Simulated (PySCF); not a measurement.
Isomers of C3H9NO2Si, mass 119.040 u with the commonest isotopes. Computed with wB97X-D/def2-SVPD in PySCF (dipole) on a GFN2-xTB geometry, gas phase. One conformer each, none proved a minimum here; rigid rotors.

Question: Order these by radius of gyration √(Σ m r²/M), smallest first.
A. `[OH:1][SiH:2]([OH:3])[C@H:4]1[CH2:5][CH2:6][NH:7]1` with H–O1–Si2–O3 39°, O1–Si2–O3–H 138°, O1–Si2–C4–C5 141°, Si2–C4–C5–C6 125°, C4–C5–C6–N7 -12°, C5–C6–N7–C4 13°, Si2–C4–N7–C6 -133°
B. `[CH2:1]=[N:2][SiH:3]([O:4][CH3:5])[O:6][CH3:7]` with C1–N2–Si3–O4 -110°, N2–Si3–O4–C5 -51°, N2–Si3–O6–C7 68°
C. `[H]/[N:1]=[CH:2]\[CH2:3][CH2:4][O:5][SiH2:6][OH:7]` with N1–C2–C3–C4 130°, C2–C3–C4–O5 65°, C3–C4–O5–Si6 -172°, C4–O5–Si6–O7 179°, O5–Si6–O7–H -16°

Answer: A (1.924 Å), B (1.943 Å), C (2.328 Å).

Question: Order these by rotational constant A, largest first.
A. `[CH2:1]=[N:2][SiH:3]([O:4][CH3:5])[O:6][CH3:7]` with C1–N2–Si3–O4 -110°, N2–Si3–O4–C5 -51°, N2–Si3–O6–C7 68°
B. `[OH:1][SiH:2]([OH:3])[C@H:4]1[CH2:5][CH2:6][NH:7]1` with H–O1–Si2–O3 39°, O1–Si2–O3–H 138°, O1–Si2–C4–C5 141°, Si2–C4–C5–C6 125°, C4–C5–C6–N7 -12°, C5–C6–N7–C4 13°, Si2–C4–N7–C6 -133°
C. `[H]/[N:1]=[CH:2]\[CH2:3][CH2:4][O:5][SiH2:6][OH:7]` with N1–C2–C3–C4 130°, C2–C3–C4–O5 65°, C3–C4–O5–Si6 -172°, C4–O5–Si6–O7 179°, O5–Si6–O7–H -16°

Answer: C (5317 MHz), B (4364 MHz), A (2750 MHz).

Question: Order these by rotational constant B, largest first.
A. `[OH:1][SiH:2]([OH:3])[C@H:4]1[CH2:5][CH2:6][NH:7]1` with H–O1–Si2–O3 39°, O1–Si2–O3–H 138°, O1–Si2–C4–C5 141°, Si2–C4–C5–C6 125°, C4–C5–C6–N7 -12°, C5–C6–N7–C4 13°, Si2–C4–N7–C6 -133°
B. `[CH2:1]=[N:2][SiH:3]([O:4][CH3:5])[O:6][CH3:7]` with C1–N2–Si3–O4 -110°, N2–Si3–O4–C5 -51°, N2–Si3–O6–C7 68°
C. `[H]/[N:1]=[CH:2]\[CH2:3][CH2:4][O:5][SiH2:6][OH:7]` with N1–C2–C3–C4 130°, C2–C3–C4–O5 65°, C3–C4–O5–Si6 -172°, C4–O5–Si6–O7 179°, O5–Si6–O7–H -16°

Answer: B (1774 MHz), A (1397 MHz), C (883.1 MHz).

```csv
SMILES,point group,Ia (u·Å²),Ib (u·Å²),Ic (u·Å²),κ,μa (D),μb (D),μc (D)
O[SiH](O)[C@H]1CCN1,C1,115.80,361.73,403.69,-0.91,1.65,0.35,0.50
[H]/N=C\CCO[SiH2]O,C1,95.05,572.31,623.29,-0.97,0.27,2.40,0.71
C=N[SiH](OC)OC,C1,183.79,284.89,430.56,-0.24,1.26,1.39,0.07
```
